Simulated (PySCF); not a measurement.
Spectrum to structure. Theory: TDDFT CAM-B3LYP/def2-SVPD, vertical, gas phase, core orbitals frozen in the response (PySCF). Geometries: GFN2-xTB, one conformer each.

```json
{"state": "S1", "λ (nm)": "312.5", "f": "0.0001"}
{"state": "S2", "λ (nm)": "216.5", "f": "0.294"}
{"state": "S3", "λ (nm)": "215.2", "f": "0.043"}
{"state": "S4", "λ (nm)": "209.9", "f": "0.027"}
{"state": "S5", "λ (nm)": "208.7", "f": "0.025"}
{"state": "S6", "λ (nm)": "203.1", "f": "0.043"}
{"state": "S7", "λ (nm)": "199.5", "f": "0.216"}
{"state": "S8", "λ (nm)": "193.3", "f": "0.098"}
```

Triplets computed (Tamm–Dancoff): 3.25, 3.37, 4.76 eV.

Question: Which structure fits?
A. `C=CN1CCN[SiH2]1`
B. `N([Si@@H](P)C(C=C)=C)=C`
C. `C#C[Si@H]1C[C@H](C#N)C1`

Answer: B. Its S1, at 3.97 eV, is the lowest among the candidates; the nearest of the others has S1 at 5.30 eV. S1 is HOMO-2→LUMO (30%), HOMO-2→LUMO+1 (26%), HOMO-1→LUMO (17%). Löwdin shares by element: HOMO carbon 69% or more (atoms not listed hold the other 31%); LUMO carbon 43% or more, nitrogen 16% (atoms not listed hold the other 41%). At the same level the other candidates give, for their lowest levels:
- `C=CN1CCN[SiH2]1`: 234 nm (f 0.002); 221 nm (f 0.038); 210 nm (f 0.005); 195 nm (f 0.345); 193 nm (f 0.119); T1 4.17 eV; HOMO -7.10, LUMO 0.97 eV
- `C#C[Si@H]1C[C@H](C#N)C1`: 209 nm (f 0.000); 200 nm (f 0.031); 198 nm (f 0.002); 174 nm (f 0.003); 170 nm (f 0.299); T1 4.96 eV; HOMO -9.59, LUMO 0.14 eV

The values belong to the conformer `[CH2:1]=[CH:2][C:3](=[CH2:4])[Si@H:5]([PH2:6])[N:7]=[CH2:8]`: C1–C2–C3–C4 -178°, C2–C3–Si5–P6 -54°, C3–Si5–N7–C8 -137°, H–P6–Si5–C3 -23°, H–P6–Si5–C3 -116°.
